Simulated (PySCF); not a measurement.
First SCF of a structure search on quintet MoBr2, at a hand-made linear geometry. PySCF input:

```python
from pyscf import gto, scf, dft
mol = gto.M(atom='''
Mo     0.000000     0.000000     0.000000
Br     0.000000     0.000000     2.520000
Br     0.000000     0.000000    -2.520000''',
    basis={'Mo': 'def2-TZVP', 'Br': 'def2-TZVP'},
    ecp={'Mo': 'def2-TZVP'},
    charge=0, spin=4)
mf = dft.UKS(mol, xc='PBE0')
mf.grids.atom_grid = (50, 194)
aux = {'Mo': 'def2-universal-JKFIT', 'Br': 'def2-universal-JKFIT'}
mf = mf.density_fit(auxbasis=aux)
mf.conv_tol = 1e-08
mf.diis_space = 10
mf.max_cycle = 60
mf.init_guess = 'minao'
mf.verbose = 4
mf.kernel()
```

Excerpt of the output (cycles alone):

```
init E= -5207.34042321161
cycle= 1 E= -5215.83797392667  delta_E= -8.5  |g|= 0.477  |ddm|= 2.75
cycle= 2 E= -5215.75974638365  delta_E= 0.0782  |g|= 0.597  |ddm|= 0.839
cycle= 3 E= -5215.94604197454  delta_E= -0.186  |g|= 0.0895  |ddm|= 0.547
cycle= 4 E= -5215.95142570826  delta_E= -0.00538  |g|= 0.046  |ddm|= 0.136
cycle= 5 E= -5215.95252049819  delta_E= -0.00109  |g|= 0.0138  |ddm|= 0.0442
cycle= 6 E= -5215.95262301495  delta_E= -0.000103  |g|= 0.0018  |ddm|= 0.0134
cycle= 7 E= -5215.9526304836  delta_E= -7.47e-06  |g|= 0.000348  |ddm|= 0.00538
cycle= 8 E= -5215.95263082244  delta_E= -3.39e-07  |g|= 0.000156  |ddm|= 0.00125
cycle= 9 E= -5215.95263084242  delta_E= -2e-08  |g|= 3.67e-05  |ddm|= 0.000214
cycle= 10 E= -5215.95263084352  delta_E= -1.11e-09  |g|= 4.1e-06  |ddm|= 6.07e-05
Extra cycle  E= -5215.95263084355  delta_E= -2.73e-11  |g|= 2.66e-06  |ddm|= 8.74e-06
converged SCF energy = -5215.95263084355  <S^2> = 6.0110926  2S+1 = 5.0044351
```

This is not the lowest solution: another start and a stability analysis within the same unrestricted form found one 39.0 kJ/mol lower, at -5215.96749 Eh.

Open d and f shells are described by one determinant, and the ground state may have another occupation or spin.

The search for the lowest solution, 3 starts and the stability check together, took 24 s on 4 threads of a shared Arm Neoverse V1 host, with 136 basis functions; the process peaked at 0.57 GiB. Launch command: `OMP_NUM_THREADS=4 python axn.py task.json out`.
